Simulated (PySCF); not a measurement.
Computed shifts of a molecule C4H6ClF, PySCF with HF/pcSseg-1, GIAO, gas phase, atoms alike by connectivity averaged where their shifts nearly agree, in ppm (number of nuclei): ¹³C: 65.9 (1), 36.0 (1), 22.9 (1), 20.5 (1). ¹⁹F: -177.7 (1). ¹H: 2.55 (1), 1.85 (3), 1.52 (1), 1.16 (1). References: ¹³C against TMS (σ = 192.6 ppm); ¹⁹F against CFCl3 (σ = 238.5 ppm); ³⁵Cl against HCl (σ = 958.2 ppm); ¹H against TMS (σ = 31.99 ppm), references at their B3LYP-D3(BJ)/def2-TZVP geometries, non-relativistic (without spin–orbit terms, shifts of atoms bonded to Cl or Br come out too high). Geometry: B3LYP-D3(BJ)/def2-SVP. Other conformers were not sampled.

**Question.** Identify the compound among the candidates.
(A) F[C@@H]1C[C@@H]1CCl
(B) C[C@]1(F)C[C@H]1Cl
(C) CC(C)=C(F)Cl
(D) FC1(CCl)CC1

**Answer.** B, C[C@]1(F)C[C@H]1Cl
